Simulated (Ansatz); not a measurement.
System: sum formula AlN₂OH₅, charge 0, multiplicity 1. 
Structure (B3LYP-D3(BJ)/def2-TZVP (Ansatz, a first-principles code) minimum search):
SMILES: [NH2][Al]([NH2])[OH]
```xyz
9

N     -0.9940    -1.4094    -0.3338
Al    -0.0093     0.0189    -0.0026
N      1.6762    -0.1286     0.5227
O     -0.7643     1.5293    -0.2147
H     -0.6904    -2.3656    -0.2541
H     -1.9545    -1.3686    -0.6339
H      2.1619    -1.0003     0.6607
H      2.2899     0.6430     0.7272
H     -0.3467     2.3773    -0.0703
```

Basis-set convergence of Hartree-Fock and CCSD correlation energies (hartree) with Ansatz. Valence correlation only, unless marked. No spin-orbit coupling. Non-relativistic.

```json
[
 {"basis": "cc-pV(D+d)Z", "functions": "90", "E(HF)": "-428.74020", "E(corr, CCSD)": "-0.62524"},
 {"basis": "cc-pV(T+d)Z", "functions": "199", "E(HF)": "-428.82522", "E(corr, CCSD)": "-0.77390"},
 {"basis": "cc-pV(Q+d)Z", "functions": "379", "E(HF)": "-428.84497", "E(corr, CCSD)": "-0.82248"}
]
```

Extrapolating the two largest sets (X = 3 and 4) as X^-3: E(corr) = (64·(-0.82248) - 27·(-0.77390))/37 = -0.8579 Eh, an estimate of the basis-set limit. The largest set recovers 95.9 % of it, the smallest 72.9 %.
